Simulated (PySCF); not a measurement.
Mo(NMe)(S)(F)(SH) (CH₄FMoNS₂), SMILES C[N]=[Mo]([F])(=[S])[SH], multiplicity 1. Geometry optimised at PBE-D3(BJ)/def2-SVP. The multiplicity is an assumed one; other spin states were not compared. The def2 effective core potentials stand for the cores of Mo; spin–orbit coupling is left out. Other conformers were not sampled.

Computed equilibrium geometry at PBE-D3(BJ)/def2-SVP (PySCF confirms it by a frequency run) as Cartesian coordinates in Å (one conformer of several):
```xyz
10

Mo    -0.0001     0.3040    -0.0310
N     -0.7386    -0.7155    -1.2168
C     -0.8064    -1.7475    -2.1902
H      0.1795    -2.2546    -2.2994
H     -1.5602    -2.5075    -1.8867
H     -1.1143    -1.3387    -3.1772
S      2.0425    -0.2939     0.1144
F     -0.1984     2.0916    -0.5465
S     -1.0115    -0.2880     1.9971
H     -2.1991    -0.6904     1.4591
```
